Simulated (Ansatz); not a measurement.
`[F][SnH2]` radical, relaxed with UKS PBE0-D4/def2-TZVP in Ansatz from a PBE-D4/def2-SVP geometry. The force threshold is 0.005 eV/Å; the program also tests the step.

Charge 0, multiplicity 2. Sn: def2 effective core potential.

Start:

```xyz
4

F    -0.995   -0.401   -1.377
Sn    0.447   -0.289   -0.035
H    -0.356   -0.722    1.471
H     0.905    1.411   -0.060
```

```csv
step,energy (eV),largest force (eV/Å),largest move (Å)
1,-8579.1829,0.685,0.000
2,-8579.2098,0.315,0.053
3,-8579.2152,0.046,0.015
4,-8579.2153,0.009,0.005
5,-8579.2153,0.000,0.002
```

End:

```xyz
4

F    -0.972   -0.390   -1.343
Sn    0.436   -0.276   -0.025
H    -0.356   -0.723    1.442
H     0.892    1.389   -0.074
```

Hardware: 2 threads of a server CPU on a shared host. Wall time 12 s, peak host memory 0.17 GiB.
